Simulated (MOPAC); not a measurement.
Job for MOPAC: AM1 on CH5MgN (SMILES [CH3][Mg][NH2]), a point of a bond scan (R = 1.112 Å).

```
AM1 1SCF PRECISE CHARGE=0 THREADS=1
CH5MgN

Mg     0.00826456 1    -0.04712997 1     0.03044101 1
C     -0.28026958 1     1.67368275 1    -1.11114769 1
H     -1.04623442 1     2.32029198 1    -0.67380073 1
H     -0.60167589 1     1.43347148 1    -2.12823459 1
H      0.63653762 1     2.26428122 1    -1.18905058 1
N      0.26979219 1    -1.61137839 1     1.07033147 1
H      0.94456780 1    -2.46123101 1     0.82911879 1
H     -0.17795435 1    -1.83096121 1     1.94931248 1
```

Output:

```
*******************************************************************************
 **                                                                           **
 **                              MOPAC v23.2.5                                **
 **                                                                           **
 *******************************************************************************
 ** MOPAC's Digital Object Identifier: https://doi.org/10.5281/zenodo.6511958 **
 **                                                                           **
 ** Please cite the open-source release paper for use of this MOPAC version:  **
 ** J. E. Moussa and J. J. P. Stewart (2026)                                  **
 ** MOPAC: An open-source semiempirical molecular orbital program             **
 ** J. Open Source Softw., 11(119), 8025, https://doi.org/10.21105/joss.08025 **
 *******************************************************************************

                              AM1 CALCULATION RESULTS

 *******************************************************************************
 *  AM1        - The AM1 Hamiltonian to be used
 *
 *
 *
 *                 CHARGE ON SYSTEM = 0
 *
 *
 *
 *  PRECISE    - TIGHTER CRITERIA TO BE USED
 *  1SCF       - DO 1 SCF AND THEN STOP
 *  THREADS=1  - MULTI-THREADING NOT USED
 *  T=         - A TIME OF 172800.0 SECONDS REQUESTED
 *  DUMP=N     - RESTART FILE WRITTEN EVERY 7200.0 SECONDS REQUESTED
 *******************************************************************************
AM1 1SCF PRECISE CHARGE=0 THREADS=1
 CH5MgN

   ATOM   CHEMICAL          X               Y               Z
  NUMBER   SYMBOL      (ANGSTROMS)     (ANGSTROMS)     (ANGSTROMS)

     1      Mg          0.00826456  *  -0.04712997  *   0.03044101  *
     2       C         -0.28026958  *   1.67368275  *  -1.11114769  *
     3       H         -1.04623442  *   2.32029198  *  -0.67380073  *
     4       H         -0.60167589  *   1.43347148  *  -2.12823459  *
     5       H          0.63653762  *   2.26428122  *  -1.18905058  *
     6       N          0.26979219  *  -1.61137839  *   1.07033147  *
     7       H          0.94456780  *  -2.46123101  *   0.82911879  *
     8       H         -0.17795435  *  -1.83096121  *   1.94931248  *



          CARTESIAN COORDINATES

    NO.       ATOM           X           Y           Z

     1        Mg          0.0083     -0.0471      0.0304
     2         C         -0.2803      1.6737     -1.1111
     3         H         -1.0462      2.3203     -0.6738
     4         H         -0.6017      1.4335     -2.1282
     5         H          0.6365      2.2643     -1.1891
     6         N          0.2698     -1.6114      1.0703
     7         H          0.9446     -2.4612      0.8291
     8         H         -0.1780     -1.8310      1.9493

  H: (AM1): M.J.S. DEWAR ET AL, J. AM. CHEM. SOC. 107 3902-3909 (1985)
  C: (AM1): M.J.S. DEWAR ET AL, J. AM. CHEM. SOC. 107 3902-3909 (1985)
  N: (AM1): M.J.S. DEWAR ET AL, J. AM. CHEM. SOC. 107 3902-3909 (1985)
 Mg: (AM1): J. J. P. STEWART, J. MOL. MOD., 10, 155-164 (2004)

           Empirical Formula: C H5 N Mg  =     8 atoms



      MOLECULAR POINT GROUP   :   Cs


      RHF CALCULATION, NO. OF DOUBLY OCCUPIED LEVELS = 8


 -------------------------------------------------------------------------------
 AM1 1SCF PRECISE CHARGE=0 THREADS=1
 CH5MgN



     1SCF WAS SPECIFIED, SO BFGS WAS NOT USED
     SCF FIELD WAS ACHIEVED


                              AM1 CALCULATION
                                                       MOPAC v23.2.5 Linux




          FINAL HEAT OF FORMATION =         11.22351 KCAL/MOL =      46.95918 KJ/MOL


          COSMO AREA              =        102.42 SQUARE ANGSTROMS
          COSMO VOLUME            =         80.39 CUBIC ANGSTROMS

          IONIZATION POTENTIAL    =          8.755094 EV
          HOMO LUMO ENERGIES (EV) =         -8.755  0.940
          NO. OF FILLED LEVELS    =          8
          MOLECULAR WEIGHT        =         55.3622         POINT GROUP:  Cs

          MOLECULAR DIMENSIONS (Angstroms)

            Atom       Atom       Distance
            H     7    H     3     5.39305
            H     8    H     4     3.15142
            H     5    H     4     1.67584


          SCF CALCULATIONS        =          1





   ATOM   CHEMICAL          X               Y               Z
  NUMBER   SYMBOL      (ANGSTROMS)     (ANGSTROMS)     (ANGSTROMS)

     1      Mg          0.00826456  *  -0.04712997  *   0.03044101  *
     2       C         -0.28026958  *   1.67368275  *  -1.11114769  *
     3       H         -1.04623442  *   2.32029198  *  -0.67380073  *
     4       H         -0.60167589  *   1.43347148  *  -2.12823459  *
     5       H          0.63653762  *   2.26428122  *  -1.18905058  *
     6       N          0.26979219  *  -1.61137839  *   1.07033147  *
     7       H          0.94456780  *  -2.46123101  *   0.82911879  *
     8       H         -0.17795435  *  -1.83096121  *   1.94931248  *

                             CARTESIAN COORDINATES

   1   Mg        0.008264560    -0.047129970     0.030441010
   2    C       -0.280269580     1.673682750    -1.111147690
   3    H       -1.046234420     2.320291980    -0.673800730
   4    H       -0.601675890     1.433471480    -2.128234590
   5    H        0.636537620     2.264281220    -1.189050580
   6    N        0.269792190    -1.611378390     1.070331470
   7    H        0.944567800    -2.461231010     0.829118790
   8    H       -0.177954350    -1.830961210     1.949312480


           Empirical Formula: C H5 N Mg  =     8 atoms



      MOLECULAR POINT GROUP   :   Cs


                  EIGENVALUES
 -29.89404 -27.72018 -14.33307 -12.67092 -12.62105 -12.23530  -9.73609  -8.75509
   0.94010   3.00159   3.18534   4.91266   5.46433   5.48439   6.03395   6.79791
   7.31094


              NET ATOMIC CHARGES AND DIPOLE CONTRIBUTIONS

  ATOM NO.   TYPE          CHARGE      No. of ELECS.   s-Pop       p-Pop
    1         Mg           0.666081        1.3339     0.64917     0.68475
    2          C          -0.446853        4.4469     1.23437     3.21248
    3          H           0.061144        0.9389     0.93886
    4          H           0.061143        0.9389     0.93886
    5          H           0.061115        0.9389     0.93888
    6          N          -0.674000        5.6740     1.53097     4.14303
    7          H           0.135811        0.8642     0.86419
    8          H           0.135559        0.8644     0.86444
 DIPOLE           X         Y         Z       TOTAL
 POINT-CHG.    -0.042     0.443    -0.345     0.563
 HYBRID         0.123    -0.890     0.628     1.097
 SUM            0.081    -0.447     0.284     0.536


          ATOMIC ORBITAL ELECTRON POPULATIONS

     Atom    s        px        py        pz
    1 Mg   0.64917   0.11240   0.36669   0.20566
    2  C   1.23437   0.99966   1.14989   1.06292
    3  H   0.93886
    4  H   0.93886
    5  H   0.93888
    6  N   1.53097   1.51344   1.32509   1.30451
    7  H   0.86419
    8  H   0.86444

 **********************
 *                    *
 * JOB ENDED NORMALLY *
 *                    *
 **********************




 == MOPAC DONE ==
```

The run finished.

Cost: around 0.020 core-seconds (rough).
